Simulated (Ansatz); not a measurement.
Species: AlSiH₅, charge 0, singlet. AlSiH5 (SMILES [AlH2][SiH3]).
B3LYP-D3(BJ)/def2-TZVP minimum from Ansatz (a quantum-chemistry and plane-wave program):
```
Si
H 1 1.4859
H 1 1.4872 2 107.69
H 1 1.4893 2 107.20 3 114.69
Al 1 2.4600 2 113.14 4 121.26
H 5 1.5833 1 121.27 2 -17.12
H 5 1.5835 6 118.81 1 178.97
```
Charge 0, spin multiplicity 1.

Property: atomisation energy (electronic, to ground-state atoms), in kcal/mol. Open shells are spin-unrestricted; no spin-orbit coupling. CBS(X,Y): correlation extrapolated as X^-3, Hartree-Fock from the larger set (Q,5: extrapolated as (X+1)exp(-9√X)). A bracket is a step between two methods taken in the basis named. Functionals run without relativity, which enters their misses. Double hybrids freeze cores in their MP2 part. '+ core + X2C': CCSD(T) terms for core correlation (cc-pwCVTZ, 1s frozen past Ne) and scalar relativity (cc-pVTZ-DK). Where a partner has so few electrons that a lower coupled-cluster level is exact, that level stands in.

CCSD(T)/CBS(cc-pV(Q+d)Z,cc-pV(5+d)Z) + [CCSDT(Q) - CCSD(T)]/cc-pV(T+d)Z + core + X2C (Ansatz) gives 424.1 kcal/mol.

Task: How far off this value is PBE/def2-TZVPD (Ansatz), in which direction, and which of these levels come nearer: r2SCAN/def2-TZVPD, B3LYP/def2-TZVPD, PBE0/def2-TZVPD, wB97M-V/def2-TZVPD, B2PLYP/def2-TZVPD, CCSD(T)/CBS(cc-pV(Q+d)Z,cc-pV(5+d)Z) + core + X2C?

Result: PBE gives 411.8 kcal/mol, 12.3 kcal/mol below it. Differences of the others: r2SCAN/def2-TZVPD (Ansatz) -0.5; B3LYP/def2-TZVPD (Ansatz) -3.2; PBE0/def2-TZVPD (Ansatz) -10.0; wB97M-V/def2-TZVPD (Ansatz) -0.1; B2PLYP/def2-TZVPD (Ansatz) -8.0; CCSD(T)/CBS(cc-pV(Q+d)Z,cc-pV(5+d)Z) + core + X2C (Ansatz) -0.1 kcal/mol. Nearer than PBE: r2SCAN/def2-TZVPD, B3LYP/def2-TZVPD, PBE0/def2-TZVPD, wB97M-V/def2-TZVPD, B2PLYP/def2-TZVPD, CCSD(T)/CBS(cc-pV(Q+d)Z,cc-pV(5+d)Z) + core + X2C.
